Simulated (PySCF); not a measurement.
2-bromobenzotrifluoride, C7H4BrF3.
Bonds: F1–C2, C2–F3, C2–F4, C2–C5, C5–C6 (aromatic), C6–C7 (aromatic), C7–C8 (aromatic), C8–C9 (aromatic), C9–C10 (aromatic), C10–Br11, C5–C10 (aromatic). Hydrogens: H12 on C6; H13 on C7; H14 on C8; H15 on C9.

A GFN2-xTB structure was refined with PBE0-D3(BJ)/def2-SVP geometry optimisation, gas phase (PySCF). Its GFN2-xTB values:

| coordinate | GFN2-xTB |
| --- | --- |
| F1–C2 | 1.342 Å |
| C2–C5 | 1.506 Å |
| C5–C6 | 1.390 Å |
| C5–C10 | 1.393 Å |
| C6–C7 | 1.383 Å |
| C6–H12 | 1.079 Å |
| C7–C8 | 1.385 Å |
| C7–H13 | 1.078 Å |
| C8–C9 | 1.383 Å |
| C8–H14 | 1.079 Å |
| C9–C10 | 1.387 Å |
| C9–H15 | 1.079 Å |
| C10–Br11 | 1.898 Å |
| F1–C2–F3 | 106.8° |
| F1–C2–C5 | 112.6° |
| C2–C5–C6 | 119.7° |
| C2–C5–C10 | 120.9° |
| C5–C6–C7 | 120.3° |
| C5–C10–Br11 | 121.4° |
| C6–C5–C10 | 119.4° |
| C9–C10–Br11 | 118.5° |

How do these coordinates change at the PBE0-D3(BJ)/def2-SVP level?

```json
{"coordinate": "C7–H13", "PBE0-D3(BJ)/def2-SVP (Å or °)": "1.092", "change": "+0.014"}
{"coordinate": "C8–H14", "PBE0-D3(BJ)/def2-SVP (Å or °)": "1.092", "change": "+0.013"}
{"coordinate": "C10–Br11", "PBE0-D3(BJ)/def2-SVP (Å or °)": "1.885", "change": "-0.013"}
{"coordinate": "C9–H15", "PBE0-D3(BJ)/def2-SVP (Å or °)": "1.091", "change": "+0.012"}
{"coordinate": "C6–H12", "PBE0-D3(BJ)/def2-SVP (Å or °)": "1.090", "change": "+0.011"}
{"coordinate": "C5–C10", "PBE0-D3(BJ)/def2-SVP (Å or °)": "1.403", "change": "+0.010"}
{"coordinate": "C8–C9", "PBE0-D3(BJ)/def2-SVP (Å or °)": "1.392", "change": "+0.009"}
{"coordinate": "F1–C2", "PBE0-D3(BJ)/def2-SVP (Å or °)": "1.334", "change": "-0.008"}
{"coordinate": "C6–C7", "PBE0-D3(BJ)/def2-SVP (Å or °)": "1.391", "change": "+0.008"}
{"coordinate": "C9–C10", "PBE0-D3(BJ)/def2-SVP (Å or °)": "1.394", "change": "+0.007"}
{"coordinate": "C7–C8", "PBE0-D3(BJ)/def2-SVP (Å or °)": "1.392", "change": "+0.007"}
{"coordinate": "C5–C6", "PBE0-D3(BJ)/def2-SVP (Å or °)": "1.396", "change": "+0.006"}
{"coordinate": "C2–C5", "PBE0-D3(BJ)/def2-SVP (Å or °)": "1.511", "change": "+0.005"}
{"coordinate": "C2–C5–C10", "PBE0-D3(BJ)/def2-SVP (Å or °)": "122.3", "change": "+1.4"}
{"coordinate": "C9–C10–Br11", "PBE0-D3(BJ)/def2-SVP (Å or °)": "117.5", "change": "-1.0"}
{"coordinate": "F1–C2–F3", "PBE0-D3(BJ)/def2-SVP (Å or °)": "107.7", "change": "+0.9"}
{"coordinate": "C5–C6–C7", "PBE0-D3(BJ)/def2-SVP (Å or °)": "121.2", "change": "+0.9"}
{"coordinate": "F1–C2–C5", "PBE0-D3(BJ)/def2-SVP (Å or °)": "111.7", "change": "-0.9"}
{"coordinate": "C5–C10–Br11", "PBE0-D3(BJ)/def2-SVP (Å or °)": "122.2", "change": "+0.8"}
{"coordinate": "C6–C5–C10", "PBE0-D3(BJ)/def2-SVP (Å or °)": "118.7", "change": "-0.7"}
{"coordinate": "C2–C5–C6", "PBE0-D3(BJ)/def2-SVP (Å or °)": "119.0", "change": "-0.7"}
```

The energy falls by 0.98 kcal/mol over 10 energy and gradient evaluations, the largest force component goes from 0.0187 to 4.1e-04 Eh/bohr, and the atoms move by 0.024 Å rms after alignment. Among the bonds, C10–Br11, C7–H13 and C8–H14 change most and about equally (-0.013 to +0.014 Å). Bonds longer at the end by more than 0.005 Å: 10 of 15; shorter: 3. Rotational constants go from 940.5, 841.4, 481.4 to 939.1, 827.3, 476.4 MHz.

The run used 192 basis functions and 72 SCF cycles in all. On Arm Neoverse V1, one thread, no GPU, shared host with 64 logical CPUs at a one-minute load of 21, this took 3.5 min of wall time and 1.0 GiB of memory at its peak.

Not checked by PBE0-D3(BJ)/def2-SVP frequencies.

Conformer computed: `[F:1][C:2]([F:3])([F:4])[c:5]1[cH:6][cH:7][cH:8][cH:9][c:10]1[Br:11]`: F1–C2–C5–C6 119°.
